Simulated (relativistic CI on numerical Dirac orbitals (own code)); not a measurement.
# One change at a time: Ho LVI

Base calculation: Dirac-Coulomb-Breit CI, KLI orbitals optimised for each configuration, QED by a radiative potential, unscaled Slater integrals.

Configuration list (outside the closed core [Ne]): 3s2, 3s 3p, 3p2, 3s 3d, 3d2, 3p 3d, 3p 4s, 3d 4s, 3s 4s, 3s 4p, 3s 4d, 3s 4f, 3s 5s, 3s 5p, 3s 5d, 4s2. Levels of other configurations are missing.

Variants: (1) P86 correlation estimate; (2) QED terms removed; (3) one mean potential for all configurations. Shifts of the energy above 3s2 1S_0, in eV, for the lowest level and the first level of each name with at least 55 % of one term (blank where a level changes its place among those of its configuration and J or its character, or is not in the variant):

| Level | Base | Δ(1) | Δ(2) | Δ(3) |
| --- | --- | --- | --- | --- |
| 3s2 1S_0 | 0.000 | 0.000 | 0.000 | 0.000 |
| 3s 3p 3P°_0 | 119.127 | +0.161 | +3.283 | +0.147 |
| 3s 3p 3P°_1 | 132.595 | +0.161 | +3.288 | +0.148 |
| 3p2 3P_0 | 286.221 | +0.302 | +6.588 | +0.328 |
| 3s 3p 3P°_2 | 349.960 | +0.161 | +2.992 | +0.146 |
| 3s 3p 1P°_1 | 383.699 | +0.161 | +3.023 | +0.150 |
| 3p2 1D_2 | 503.165 | +0.266 | +5.902 | +0.270 |
| 3p2 3P_1 | 504.587 | +0.305 | +6.338 | +0.305 |
| 3s 3d 3D_1 | 539.611 | +0.044 | +3.549 | +0.076 |
| 3s 3d 3D_2 | 549.423 | +0.069 | +3.816 | +0.098 |
| 3s 3d 3D_3 | 592.003 | +0.044 | +3.408 | +0.071 |
| 3s 3d 1D_2 | 607.949 | +0.063 | +3.633 | +0.087 |
| 3p 3d 3F°_2 | 668.343 | +0.154 | +6.894 | +0.299 |
| 3p2 3P_2 | 743.136 | +0.300 | +6.004 | +0.284 |

At this charge energies of transitions that change n are usually good to better than 1 %, and those within a shell (Δn = 0) to a few per cent.

Ionisation energy from the two ground configurations alone: base 5493.4 eV; QED terms removed 5496.86 eV. The NIST ASD value (theoretical) is 5494 eV.

LS names give the leading component of a level, which can be under half, so a name can repeat, a term be missing and a line seem to break the LS rules.
